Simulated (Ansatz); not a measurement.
Consider the formal loss of a carbene: `C[Si](F)(F)CO` → `[CH2]` (triplet) + `C[Si](O)(F)F`.

Program: Ansatz. Geometries: PBE0-D4/def2-TZVP. ΔE: electronic, gas phase. CCSD(T)/CBS adds triple-zeta CCSD(T) − MP2 to the extrapolated MP2 energy (def2 sets, frozen cores). This one scheme is used for every species. DFT in def2-TZVPP. HSE06 is defined as in plane-wave codes. Triplets are unrestricted, without spin–orbit coupling. Each species was taken in one conformer, which may not be the lowest.

CCSD(T)/CBS gives +244.0 kJ/mol.

(1) Another level gave +247.4 kJ/mol. Which?
A. HF/def2-TZVPP
B. revPBE-D4/def2-TZVPP
C. HSE06/def2-TZVPP
D. r2SCAN0/def2-TZVPP

(2) What do rigid-rotor, harmonic-oscillator terms from PBE0-D4/def2-TZVP frequencies (298.15 K, 1 bar) make of the CCSD(T)/CBS value? (Estimate.)

Largest T1 diagnostic among the species: 0.011.

## Answers

(1) C. HSE06 247.4, r2SCAN0 215.2, revPBE-D4 258.0, HF/def2-TZVPP 89.8 kJ/mol.

(2) The calculation gave: ΔZPE = -28.0 kJ/mol, ΔH = +221.9 kJ/mol, ΔS = 159 J/(mol·K), ΔG = +174.6 kJ/mol. Open shells count their whole term as degenerate.

The D4 term adds +10.5 kJ/mol with B3LYP and +5.8 kJ/mol with PBE0; it sums over pairs of atoms, weighted by their polarisabilities, and B3LYP, whose exchange is more repulsive, gets the larger term. From BLYP to BHLYP (50 % exact exchange), in def2-TZVPP and without D4, ΔE moves by −21.6 kJ/mol.

B3LYP here is the variant with VWN-RPA as its local correlation; programs differ in this.
